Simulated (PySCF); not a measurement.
B(H)(Me)(vinyl) (C3H7B), SMILES C=CBC.

Coordinates come from a B3LYP-D3(BJ)/def2-SVP optimisation. This is a generated structure with no PubChem entry under its InChIKey; it may be hypothetical. The values are those of a single conformer.

All values below come from TDDFT-LC-ωPBE/def2-SVPD (PySCF).

Vertical excitations.  State labels are in the subgroup Cs.

```csv
state,symmetry,energy (eV),λ (nm),f,main pairs
S1,A",5.55,224,0.003,"HOMO−1→LUMO 78 %, HOMO−2→LUMO 17 %"
S2,A",5.76,215,0.000,"HOMO−2→LUMO 78 %, HOMO−1→LUMO 16 %"
S3,A',6.27,198,0.318,HOMO→LUMO 98 %
S4,A",7.73,160,0.002,"HOMO−3→LUMO 66 %, HOMO−5→LUMO 18 %, HOMO−2→LUMO+4 11 %"
S5,A",8.52,146,0.049,"HOMO→LUMO+1 53 %, HOMO→LUMO+3 13 %, HOMO−5→LUMO 9 %, HOMO→LUMO+2 9 %"
S6,A",8.55,145,0.028,"HOMO−5→LUMO 38 %, HOMO−1→LUMO+4 18 %, HOMO→LUMO+1 13 %, HOMO−6→LUMO 10 %"
S7,A",9.18,135,0.001,"HOMO−1→LUMO+4 29 %, HOMO−2→LUMO+4 24 %, HOMO−3→LUMO 16 %, HOMO−5→LUMO 14 %"
S8,A',9.21,135,0.055,"HOMO−1→LUMO+1 60 %, HOMO−4→LUMO 24 %"
S9,A',9.29,133,0.091,"HOMO−4→LUMO 65 %, HOMO−1→LUMO+1 15 %"
S10,A",9.36,132,0.000,"HOMO→LUMO+2 58 %, HOMO→LUMO+3 18 %, HOMO→LUMO+5 16 %"
T1,A',3.50,354,0,HOMO→LUMO 87 %
T2,A",4.91,253,0,HOMO−1→LUMO 81 %
T3,A",5.24,236,0,HOMO−2→LUMO 82 %
T4,A",7.09,175,0,"HOMO−3→LUMO 62 %, HOMO−5→LUMO 17 %, HOMO−2→LUMO+4 14 %"
```
Triplets are in the Tamm–Dancoff approximation, which puts them higher than full response would, so one can lie above its singlet here.
